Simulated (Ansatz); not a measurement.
This geometry of C2H4BFO (9 atoms, charge 0, multiplicity 1) is a first-order saddle point.

Computed with Ansatz, RKS B3LYP-D4/6-31G.

```xyz
9
Properties=species:S:1:pos:R:3
O -1.999 -0.514 0.862
C -0.733 -0.615 0.310
C 0.072 0.393 -0.060
B 1.476 0.213 -0.680
F 2.591 0.176 0.126
H -2.277 0.417 0.984
H -0.475 -1.663 0.214
H -0.280 1.422 0.073
H 1.714 0.125 -1.847
```

Which two structures does it join? (They come from a converged band through this point; their orientation in space is the band's.)

No bond is made or broken. The dihedral C2–C3–B4–F5 goes from -180 to 0°.

Initial state:

```xyz
9
Properties=species:S:1:pos:R:3
O -2.048 -0.488 0.662
C -0.798 -0.555 0.106
C 0.153 0.408 0.112
B 1.487 0.144 -0.561
F 2.466 1.115 -0.564
H -2.221 0.373 1.098
H -0.657 -1.523 -0.362
H -0.052 1.362 0.602
H 1.757 -0.882 -1.110
```

Final state:

```xyz
9
Properties=species:S:1:pos:R:3
O -2.035 -0.511 0.647
C -0.779 -0.547 0.102
C 0.150 0.439 0.127
B 1.508 0.247 -0.527
F 1.795 -0.956 -1.155
H -2.231 0.341 1.089
H -0.607 -1.504 -0.374
H -0.086 1.381 0.623
H 2.375 1.065 -0.548
```

How far does it lie above each of them?

0.53 eV above the first and 0.51 eV above the second. This is the barrier of this one path; another mechanism may lie lower. Limits of this set-up: no polarisation functions.

Run time: 110 s on 1 thread of Intel(R) Xeon(R) Platinum 8488C (Sapphire Rapids) (shared host), peak memory 0.14 GiB.
